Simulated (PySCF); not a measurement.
Cartesian coordinates in Å; atom numbers follow the order of the lines, from 1:
```xyz
19

C     3.5254   -0.0252    0.0458
C     2.1716   -0.1119   -0.5848
O     1.8879    0.2891   -1.6919
O     1.2516   -0.6860    0.1885
Si   -0.2904   -0.8146   -0.5780
C    -1.1466    0.8396   -0.7768
C    -2.4742    0.5866   -0.0463
C    -2.2113   -0.4295    1.0700
O    -1.3256   -1.4219    0.5815
H     3.4566    0.5329    0.9909
H     3.8787   -1.0365    0.2954
H     4.2279    0.4656   -0.6364
H    -0.1534   -1.7785   -1.6925
H    -1.2722    1.1677   -1.8178
H    -0.5390    1.6071   -0.2678
H    -3.2051    0.1572   -0.7517
H    -2.9214    1.5090    0.3576
H    -1.7648    0.0692    1.9517
H    -3.1399   -0.9185    1.4036
```

Geometry: PBE0-D3(BJ)/def2-SVP; GIAO absolute shieldings from PySCF, gas phase, non-relativistic, averaged over equivalent atoms.

At PBE0/pcSseg-1 (210 basis functions, 36 s wall time on 1 thread of an Arm Neoverse V1, shared host):
```json
{"atoms": "C2", "σ (ppm)": "4.1"}
{"atoms": "C8", "σ (ppm)": "115.3"}
{"atoms": "C7", "σ (ppm)": "155.5"}
{"atoms": "C1", "σ (ppm)": "162.0"}
{"atoms": "C6", "σ (ppm)": "171.5"}
{"atoms": "O3", "σ (ppm)": "-138.6"}
{"atoms": "O4", "σ (ppm)": "87.6"}
{"atoms": "O9", "σ (ppm)": "262.7"}
{"atoms": "Si5", "σ (ppm)": "339.1"}
{"atoms": "H13", "σ (ppm)": "26.02"}
{"atoms": "H19", "σ (ppm)": "27.22"}
{"atoms": "H18", "σ (ppm)": "27.58"}
{"atoms": "H10/H11/H12", "σ (ppm)": "29.21"}
{"atoms": "H17", "σ (ppm)": "29.47"}
{"atoms": "H16", "σ (ppm)": "29.68"}
{"atoms": "H14", "σ (ppm)": "30.12"}
{"atoms": "H15", "σ (ppm)": "30.63"}
```

Estimate the result of repeating the calculation with CAM-B3LYP/pcSseg-1.

Results:


```csv
atoms,σ at CAM-B3LYP/pcSseg-1,change
C2,-2.1,-6.2
C8,113.0,-2.3
C7,153.6,-1.9
C1,159.6,-2.4
C6,169.6,-1.9
O3,-139.5,-0.9
O4,91.0,+3.4
O9,266.7,+4.0
Si5,332.6,-6.5
H13,26.22,+0.20
H19,27.29,+0.07
H18,27.65,+0.07
H10/H11/H12,29.27,+0.06
H17,29.57,+0.10
H16,29.75,+0.07
H14,30.23,+0.11
H15,30.73,+0.10
```

The largest change is at Si5 (silicon bonded to C, 2 O, H, in a 5-membered ring). Cost: 210 basis functions, 49 s wall time on 1 thread of an Arm Neoverse V1, shared host. The order of the carbon signals is the same at both levels.
